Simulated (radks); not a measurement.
The niobium ion Nb2+ is in [Kr] 4d3. Calculated with a radial shooting solver on a logarithmic mesh with Libxc functionals: scalar-relativistic Kohn-Sham, r2SCAN, spin-polarised, spherical densities, finite nucleus; meta-GGA in the generalised Kohn-Sham scheme; Fermi nuclear charge, rms radius of each element as measured or else 0.836 A^(1/3) + 0.57 fm. Open shells are filled with parallel spins first. One electron is removed from 4d, 3d, 4p, 4s in turn, with full relaxation. Which removal costs least, and what does each cost?

Answer. 4d 25.505 eV; 4p 57.815 eV; 4s 83.125 eV; 3d 232.10 eV. The 4d electron leaves first.
